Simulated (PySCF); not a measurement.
Excitations are Tamm–Dancoff values on a coarser integration grid. The basis has no diffuse functions, so Rydberg states are missing or too high.

Cartesian coordinates (Å):
SMILES: [GeH3][CH]1CC1
```xyz
12

Ge     1.7164    -0.0788     0.1131
C     -0.1527     0.1903     0.5609
C     -1.2155    -0.7124    -0.0233
C     -1.1196     0.7128    -0.4773
H      1.7927    -0.5490    -1.3501
H      2.5171     1.2259     0.2595
H      2.3553    -1.1488     1.0141
H     -0.3371     0.5260     1.5761
H     -2.0444    -0.9912     0.6157
H     -0.9090    -1.4877    -0.7159
H     -0.7480     0.9033    -1.4774
H     -1.8830     1.4071    -0.1482
```
Charge 0, multiplicity 1.

Problem. Give the total energy, T1 excitation (TDA), LUMO, S1 oscillator strength, dipole moment, S1 excitation (TDA), S1–T1 gap (TDA) and HOMO–LUMO gap at the level TPSSh-D3(BJ)/def2-TZVP (PySCF 2.14.0).

Solution. 
- total energy = -59759.72 eV
- T1 excitation (TDA) = 7.41 eV
- LUMO = 0.80 eV
- S1 oscillator strength = 0.028
- dipole moment = 0.85 D
- S1 excitation (TDA) = 7.81 eV
- S1–T1 gap (TDA) = 0.40 eV
- HOMO–LUMO gap = 8.23 eV
